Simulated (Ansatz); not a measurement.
Computed with Ansatz on PBE0-D4/def2-TZVP structures; ΔE is electronic, products minus reactants. CCSD(T)/CBS adds triple-zeta CCSD(T) − MP2 to the extrapolated MP2 energy (def2 sets, frozen cores). Functionals use def2-TZVPP. One conformer a species, not always the lowest.

Consider the ligand exchange at the Si–N bond: `BN(C=C)[SiH2][SiH3]` + `[CH2]1[NH][AlH]1` → `[SiH3][SiH2][N]1[CH2][AlH]1` + `BNC=C`.

```tsv
level	ΔE (eV)
PBE0	-0.48
CCSD/CBS(def2)	-0.42
```

What does CCSD(T)/CBS give? (Best estimate.)

Computed: -0.40 eV. The listed levels differ from it by -0.08, -0.02 eV.

Largest T1 diagnostic among the species: 0.015.

In def2-TZVPP, CCSD(T) changes the Hartree–Fock value by +0.17 eV (the triples alone add +0.02 eV) and MP2 by +0.17 eV. The D4 term adds +0.07 eV with B3LYP and +0.04 eV with PBE0; it sums over pairs of atoms, weighted by their polarisabilities, and B3LYP, whose exchange is more repulsive, gets the larger term.

B3LYP here is the variant with VWN-RPA as its local correlation; programs differ in this.
